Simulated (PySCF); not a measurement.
# Successive ionisation energies of samarium

Calculated with PySCF 2.14, two-component X2C-1e (Gaussian nucleus, no Breit or QED terms), each ion in its own even-tempered basis; GMP2 freezes the deep shells of the larger ions and drops the highest virtual spinors; eV.

```csv
ion,configuration,GHF (spin-free),GHF (screened spin-orbit),GMP2 (screened spin-orbit),NIST,kind
Sm³⁵⁺,[Ar] 3d9,2476.9,2466.9,2468.3,2466 ± 5,theoretical
Sm³⁶⁺,[Ar] 3d8,2578.2,2569.0,2570.1,2569 ± 5,theoretical
Sm³⁷⁺,[Ar] 3d7,2681.1,2677.8,2678.2,2676 ± 4,theoretical
Sm³⁸⁺,[Ar] 3d6,2778.7,2782.4,2782.6,2782 ± 4,theoretical
Sm³⁹⁺,[Ar] 3d5,2916.8,2889.0,2888.6,2887 ± 4,theoretical
Sm⁴⁰⁺,[Ar] 3d4,3017.8,3029.0,3029.9,3028 ± 4,theoretical
Sm⁴¹⁺,[Ar] 3d3,3127.8,3136.8,3137.6,3137 ± 4,theoretical
Sm⁴²⁺,[Ar] 3d2,3238.7,3254.7,3254.4,3253 ± 4,theoretical
Sm⁴³⁺,[Ar] 3d1,3344.8,3364.6,3364.2,3363 ± 4,theoretical
Sm⁴⁴⁺,[Ar],3717.3,3671.0,3671.9,3669 ± 4,theoretical
Sm⁴⁵⁺,[Ne] 3s2 3p5,3811.5,3768.0,3769.0,3766 ± 4,theoretical
Sm⁴⁶⁺,[Ne] 3s2 3p4,3906.4,3874.8,3875.1,3873 ± 4,theoretical
```
